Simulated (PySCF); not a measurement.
SMILES OC([SiH2]CC=C)=O (C₄H₈O₂Si), GFN2-xTB optimised geometry.

```
15

C     -1.81    -0.83    -3.53
C     -0.69    -0.91    -2.83
C     -0.39    -1.95    -1.81
Si    -0.50    -1.24    -0.04
C      0.64     0.30     0.00
O      1.85     0.30     0.00
O     -0.07     1.44     0.00
H     -2.60    -1.55    -3.40
H     -1.98    -0.05    -4.25
H      0.09    -0.17    -2.98
H      0.61    -2.34    -1.97
H     -1.09    -2.78    -1.91
H     -1.85    -0.77     0.28
H      0.02    -2.22     0.92
H      0.52     2.22    -0.01
```

Density from B3LYP/def2-TZVP (PySCF) at that geometry.

Minimum of the electron density along straight lines between bonded atoms, close to the bond critical point (lines longer than 1.1 times the sum of covalent radii, or with two minima, are not listed):

```tsv
bond	length / Å	ρ at the minimum / e bohr⁻³	∇²ρ there / e bohr⁻⁵	position (fraction from the first atom)
C1–C2	1.321	0.362	-1.14	0.49
C2–C3	1.491	0.262	-0.68	0.51
C3–Si4	1.914	0.116	0.11	0.61
Si4–C5	1.920	0.114	0.17	0.38
C5–O6	1.205	0.430	-0.21	0.34
C5–O7	1.339	0.309	-0.61	0.34
C1–H8	1.078	0.288	-1.02	0.64
C1–H9	1.076	0.289	-1.04	0.64
C2–H10	1.083	0.288	-1.03	0.64
C3–H11	1.092	0.275	-0.93	0.64
C3–H12	1.090	0.277	-0.93	0.64
Si4–H13	1.462	0.128	0.17	0.49
Si4–H14	1.464	0.126	0.17	0.49
O7–H15	0.974	0.348	-2.35	0.80
```
